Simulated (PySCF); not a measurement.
Working out the ionisation energy of Mo⁺

Mo⁺ [Kr] 4d5 (6S) → Mo²⁺ [Kr] 4d4 (5D). All numbers are calculated (PySCF 2.14, scalar relativity through the core potential, in def2-TZVP with the def2 core potential (28 electrons) (6s4p3d1f, 40 functions)). Frozen: 4s2 4p6. Energies in hartree (1 hartree = 27.21139 eV):

| part | Mo⁺ (lower) | Mo²⁺ (upper) |
| --- | --- | --- |
| UHF | -67.336223 | -66.779701 |
| MP2 opposite-spin | 0.000000 | 0.000000 |
| MP2 same-spin | -0.044649 | -0.025771 |

What does Hartree-Fock give?

(-66.779701) − (-67.336223) = 0.556522 hartree = 15.144 eV.

What do MP2 and SCS-MP2 (6/5 opposite-spin, 1/3 same-spin) give?

The opposite-spin parts differ by 0.000 eV and the same-spin parts by 0.514 eV. MP2: 15.144 + (0.000) + (0.514) = 15.658 eV. SCS-MP2: 15.144 + 1.2 × (0.000) + (0.514)/3 = 15.315 eV.

Reference: 16.16 ± 0.12 eV (semi-empirical (NIST evaluation); NIST Atomic Spectra Database, ionization energies), between the lowest levels; spin-orbit coupling is absent from the calculation.

What remains against the reference includes basis incompleteness, the frozen core and correlation beyond second order.
